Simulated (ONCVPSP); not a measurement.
strontium, ONCV: configuration errors across variants

- Element: strontium
- Generator: ONCVPSP 4.0.1
- Type: optimised norm-conserving Vanderbilt (ONCV)
- Functional: PBEsol
- Relativity: scalar-relativistic
- Frozen core: [Ar] 3d10
- Valence charge: 10
- Reference configuration: 4s2 4p6 5s1.5 (charge +0.5)
- Partial waves: 4s+5s: rc 2.50 bohr, ncon 5, nbas 8, qcut 4.6 1/bohr, 2 projectors; 4p: rc 1.75 bohr, ncon 4, nbas 7, qcut 5 1/bohr, 2 projectors, debl 2.9 Ha; d scattering state at 0.22 Ha: rc 1.90 bohr, ncon 4, nbas 8, qcut 4.5 1/bohr, 3 projectors, debl 3.9 Ha
- Local potential: polynomial inside 1.55 bohr (lpopt 5, dvloc0 3 Ha)
- Core correction: polynomial model core, fcfact 0.65

In the d channel the program set the typed energies aside and used 0.050, 3.950, 7.850 Ha.

All-electron excitation energies from the reference (eV): (1) 4s2 4p6 5s2 -2.346; (2) 4s2 4p6 5s1 3.550; (3) 4s2 4p6 5s0 14.445; (4) 4s2 4p6 5s1 5p1 -0.031.

3 further variants failed, have other tests or another functional or relativity, and are left out.

Errors AE − PS in meV (a dash: test not solved or not reliable):

| change | (1) | (2) | (3) | (4) | bound ghosts | GHOST(+) flags above zero |
| --- | --- | --- | --- | --- | --- | --- |
| base | +0.1 | -0.4 | -3.5 | +0.2 | none | none |
| d: qcut 5.2 | +0.1 | -0.4 | -3.5 | +0.2 | none | none |
| s: ncon 4, nbas 7 | +0.1 | -0.4 | -3.9 | +0.2 | none | none |
| s: qcut 4.8; p: qcut 5.2; d: qcut 4.7 | +0.1 | -0.4 | -3.3 | +0.2 | none | none |
| s: qcut 4.1 | +0.1 | -0.4 | -3.9 | +0.2 | none | none |
| local potential polynomial inside 1.55 bohr (lpopt 5, dvloc0 7 Ha) | +0.1 | -0.4 | -3.5 | +0.1 | none | d |
| d: rc 2.68 | +0.1 | -0.4 | -3.5 | +0.2 | none | none |

(1) Give the same row for: local potential polynomial inside 1.30 bohr (lpopt 5, dvloc0 2 Ha).

Answers

(1) +0.1, -0.4, -3.4, +0.1; bound ghosts: none; GHOST(+) flags above zero: s, d.
